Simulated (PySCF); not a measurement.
PySCF input (M06-2X/def2-TZVPD):

```python
from pyscf import gto, scf, dft

mol = gto.M(
    atom='''
    Ge   -0.00000000   -0.00000000   -1.55357291
    Te    0.00000000    0.00000000    0.95604486
    ''',
    basis='def2-tzvpd',
    ecp='def2-tzvp',
    charge=1,
    spin=1,
    symmetry='C2v',
    verbose=4,
)

mf = dft.UKS(mol, xc='m062x').density_fit(auxbasis='def2-universal-jkfit')
mf.grids.level = 4
mf.conv_tol = 1e-9
mf.max_cycle = 100
mf.max_memory = 1500
mf.kernel()
if not mf.converged:
    mf = mf.newton()
    mf.kernel(mf.make_rdm1())
mf.analyze()
```

End of the output:

```
Extra cycle  E= -2344.66291760824  delta_E= -6.37e-11  |g|= 6.01e-06  |ddm|= 1.93e-05
converged SCF energy = -2344.66291760824  <S^2> = 0.78188414  2S+1 = 2.031634
**** SCF Summaries ****
Total Energy =                       -2344.662917608239241
Nuclear Repulsion Energy =             161.940237610988845
One-electron Energy =                -3671.384853847781415
Two-electron Energy =                 1164.781698628553386
Two-electron Coulomb Energy =         1264.301450751138191
DFT Exchange-Correlation Energy =      -99.519752122584919
HOMO-LUMO gap [eV] =                     3.830067389176677
Wave-function symmetry = B2
alpha occupancy for each irrep:     A1   A2   B1   B2
                                    14    2    6    6
beta  occupancy for each irrep:     A1   A2   B1   B2
                                    14    2    6    5
**** MO energy ****
alpha MO #1 (A1 #1), energy= -401.310723830878 occ= 1
alpha MO #2 (A1 #2), energy= -50.8185118427877 occ= 1
alpha MO #3 (B2 #1), energy= -45.3427734699289 occ= 1
alpha MO #4 (B1 #1), energy= -45.3415115440893 occ= 1
alpha MO #5 (A1 #3), energy= -45.3397685471886 occ= 1
alpha MO #6 (A1 #4), energy= -6.7838153851736 occ= 1
alpha MO #7 (A1 #5), energy= -6.74842132840149 occ= 1
alpha MO #8 (B2 #2), energy= -4.94871958058032 occ= 1
alpha MO #9 (B1 #2), energy= -4.9449740747958 occ= 1
alpha MO #10 (A1 #6), energy= -4.93849525518025 occ= 1
alpha MO #11 (B2 #3), energy= -4.85681507092925 occ= 1
alpha MO #12 (A1 #7), energy= -4.84544238276621 occ= 1
alpha MO #13 (B1 #3), energy= -4.84354261128135 occ= 1
alpha MO #14 (A1 #8), energy= -1.97613228571557 occ= 1
alpha MO #15 (B2 #4), energy= -1.97339772488846 occ= 1
alpha MO #16 (A2 #1), energy= -1.97104806437057 occ= 1
alpha MO #17 (A1 #9), energy= -1.96196409565447 occ= 1
alpha MO #18 (B1 #4), energy= -1.96131003271454 occ= 1
alpha MO #19 (A1 #10), energy= -1.68580279916158 occ= 1
alpha MO #20 (A2 #2), energy= -1.68551634571761 occ= 1
alpha MO #21 (B2 #5), energy= -1.6790121237036 occ= 1
alpha MO #22 (B1 #5), energy= -1.67591210862057 occ= 1
alpha MO #23 (A1 #11), energy= -1.67537191469169 occ= 1
alpha MO #24 (A1 #12), energy= -0.946060621099107 occ= 1
alpha MO #25 (A1 #13), energy= -0.736110324824551 occ= 1
alpha MO #26 (B2 #6), energy= -0.545503389522885 occ= 1
alpha MO #27 (A1 #14), energy= -0.530143034609623 occ= 1
alpha MO #28 (B1 #6), energy= -0.517031689561847 occ= 1
alpha MO #29 (B2 #7), energy= -0.294621646440447 occ= 0
alpha MO #30 (B1 #7), energy= -0.280998350892503 occ= 0
alpha MO #31 (A1 #15), energy= -0.185714416132146 occ= 0
alpha MO #32 (A1 #16), energy= -0.129504471630562 occ= 0
alpha MO #33 (B2 #8), energy= -0.0967690884296744 occ= 0
alpha MO #34 (B1 #8), energy= -0.0928022275515517 occ= 0
alpha MO #35 (A1 #17), energy= -0.0876159349936006 occ= 0
alpha MO #36 (A2 #3), energy= -0.0869296211587263 occ= 0
alpha MO #37 (A1 #18), energy= -0.0849722553393971 occ= 0
alpha MO #38 (A1 #19), energy= -0.0589715741747026 occ= 0
alpha MO #39 (B2 #9), energy= -0.0510630701183505 occ= 0
alpha MO #40 (B1 #9), energy= -0.0464750037942341 occ= 0
alpha MO #41 (B2 #10), energy= -0.0219167076074994 occ= 0
alpha MO #42 (B1 #10), energy= -0.0193922435790515 occ= 0
alpha MO #43 (A1 #20), energy= -0.0134514068676369 occ= 0
alpha MO #44 (A2 #4), energy= -0.0131622888723655 occ= 0
alpha MO #45 (A1 #21), energy= -0.00264007652761708 occ= 0
alpha MO #46 (A1 #22), energy= 0.0365477918659154 occ= 0
alpha MO #47 (B1 #11), energy= 0.0874609714683743 occ= 0
alpha MO #48 (B2 #11), energy= 0.0893640351128153 occ= 0
alpha MO #49 (A1 #23), energy= 0.094351702290413 occ= 0
alpha MO #50 (B2 #12), energy= 0.125128977985496 occ= 0
alpha MO #51 (A1 #24), energy= 0.125153894729016 occ= 0
alpha MO #52 (A2 #5), energy= 0.125394904089783 occ= 0
alpha MO #53 (B1 #12), energy= 0.13173732745193 occ= 0
alpha MO #54 (A1 #25), energy= 0.176827853131334 occ= 0
alpha MO #55 (A1 #26), energy= 0.195047291493104 occ= 0
alpha MO #56 (A2 #6), energy= 0.195300085861676 occ= 0
alpha MO #57 (B2 #13), energy= 0.230911684540651 occ= 0
alpha MO #58 (B1 #13), energy= 0.235726634652835 occ= 0
alpha MO #59 (A1 #27), energy= 0.262901744813991 occ= 0
alpha MO #60 (B2 #14), energy= 0.292250575822756 occ= 0
alpha MO #61 (B1 #14), energy= 0.293727183556008 occ= 0
alpha MO #62 (A1 #28), energy= 0.32534372957584 occ= 0
alpha MO #63 (A1 #29), energy= 0.360480087616407 occ= 0
alpha MO #64 (A1 #30), energy= 0.540134634005442 occ= 0
alpha MO #65 (B2 #15), energy= 0.602348175325359 occ= 0
alpha MO #66 (A1 #31), energy= 0.605426971256722 occ= 0
alpha MO #67 (A2 #7), energy= 0.606525899536552 occ= 0
alpha MO #68 (B1 #15), energy= 0.61752807125629 occ= 0
alpha MO #69 (B2 #16), energy= 0.632081588590607 occ= 0
alpha MO #70 (B1 #16), energy= 0.63341816901806 occ= 0
alpha MO #71 (A1 #32), energy= 0.660768090187337 occ= 0
alpha MO #72 (B2 #17), energy= 0.811443785951506 occ= 0
alpha MO #73 (B1 #17), energy= 0.811500852793734 occ= 0
alpha MO #74 (A2 #8), energy= 0.817097055352319 occ= 0
alpha MO #75 (A1 #33), energy= 0.818008204485934 occ= 0
alpha MO #76 (B2 #18), energy= 0.835926456028411 occ= 0
alpha MO #77 (B1 #18), energy= 0.843429989268757 occ= 0
alpha MO #78 (B2 #19), energy= 0.873254435858733 occ= 0
alpha MO #79 (A2 #9), energy= 0.877945510838486 occ= 0
alpha MO #80 (A1 #34), energy= 0.877965595028517 occ= 0
alpha MO #81 (B1 #19), energy= 0.901991612275722 occ= 0
alpha MO #82 (A1 #35), energy= 0.922995867621219 occ= 0
alpha MO #83 (A1 #36), energy= 1.09409478757794 occ= 0
alpha MO #84 (B2 #20), energy= 1.11153866033433 occ= 0
alpha MO #85 (B1 #20), energy= 1.12524759144608 occ= 0
alpha MO #86 (A1 #37), energy= 1.21144568133461 occ= 0
alpha MO #87 (A2 #10), energy= 1.28282965484948 occ= 0
alpha MO #88 (A1 #38), energy= 1.28404415782615 occ= 0
alpha MO #89 (B2 #21), energy= 1.28808980255812 occ= 0
alpha MO #90 (B1 #21), energy= 1.31176252920645 occ= 0
alpha MO #91 (A1 #39), energy= 1.45793085783103 occ= 0
alpha MO #92 (A2 #11), energy= 2.50338286527615 occ= 0
alpha MO #93 (A1 #40), energy= 2.50384878422358 occ= 0
alpha MO #94 (B2 #22), energy= 2.53341546427944 occ= 0
alpha MO #95 (B1 #22), energy= 2.54135876109289 occ= 0
alpha MO #96 (A1 #41), energy= 2.61626221084994 occ= 0
alpha MO #97 (B2 #23), energy= 2.7064981926577 occ= 0
alpha MO #98 (B1 #23), energy= 2.70658668065415 occ= 0
alpha MO #99 (A1 #42), energy= 2.72219678704316 occ= 0
alpha MO #100 (A2 #12), energy= 2.7226222551191 occ= 0
alpha MO #101 (B2 #24), energy= 2.81699716858692 occ= 0
alpha MO #102 (B1 #24), energy= 2.82984041666779 occ= 0
[...]
```
